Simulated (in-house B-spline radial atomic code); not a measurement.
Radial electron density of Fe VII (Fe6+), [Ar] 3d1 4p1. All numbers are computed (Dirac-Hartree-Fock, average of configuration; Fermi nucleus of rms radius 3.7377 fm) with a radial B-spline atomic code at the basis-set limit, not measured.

Columns: r (bohr), 4πr²n(r) (electrons per bohr), bar.

```
 0.00246    0.891 #
 0.00298    1.264 ##
 0.00362    1.791 ##
 0.00439    2.513 ###
 0.00532    3.493 ####
 0.00646     4.82 ######
 0.00784    6.562 ########
 0.00951    8.793 ###########
  0.0115    11.52 ##############
   0.014     14.9 ###################
   0.017    18.69 #######################
  0.0206    22.65 ############################
   0.025    26.46 #################################
  0.0304    29.57 #####################################
  0.0368    31.31 #######################################
  0.0447    31.34 #######################################
  0.0543    29.68 #####################################
  0.0658    27.13 ##################################
  0.0799    25.04 ###############################
  0.0969       25 ###############################
   0.118    27.71 ###################################
   0.143    31.96 ########################################
   0.173    35.03 ############################################
    0.21    34.07 ###########################################
   0.255    28.06 ###################################
   0.309     19.6 #########################
   0.376    12.97 ################
   0.456    11.33 ##############
   0.553    13.15 #################
   0.671    14.33 ##################
   0.814    12.22 ###############
   0.988    7.787 ##########
     1.2    3.767 #####
    1.45    1.693 ##
    1.77   0.9591 #
    2.14   0.6455 #
     2.6   0.3267 
    3.15   0.1045 
    3.83  0.01823 
    4.64 0.001663 
    5.64 6.371e-05 
    6.84 9.499e-07
```

On this grid the curve has 3 maxima, near 0.0447, 0.173, 0.671 bohr.

The 4p3/2 radial function P(r) = rR(r), positive near the nucleus, with its small component Q(r) (sign convention: Q ≈ (P' + κP/r)/2c):

```csv
r (bohr),P,Q
0.00362,0.001187,-5.636e-05
0.00532,0.002499,-0.0001186
0.00784,0.005235,-0.0002482
0.0115,0.0107,-0.0005068
0.017,0.02171,-0.001026
0.025,0.0422,-0.00199
0.0368,0.07826,-0.003687
0.0543,0.1355,-0.006406
0.0799,0.2094,-0.01007
0.118,0.2725,-0.01382
0.173,0.2567,-0.01537
0.255,0.08223,-0.01212
0.376,-0.2366,-0.003652
0.553,-0.4539,0.005316
0.814,-0.225,0.007782
1.2,0.4203,0.002701
1.77,0.8426,-0.003111
2.6,0.5709,-0.003411
3.83,0.136,-0.0009459
5.64,0.00808,-6.031e-05
```
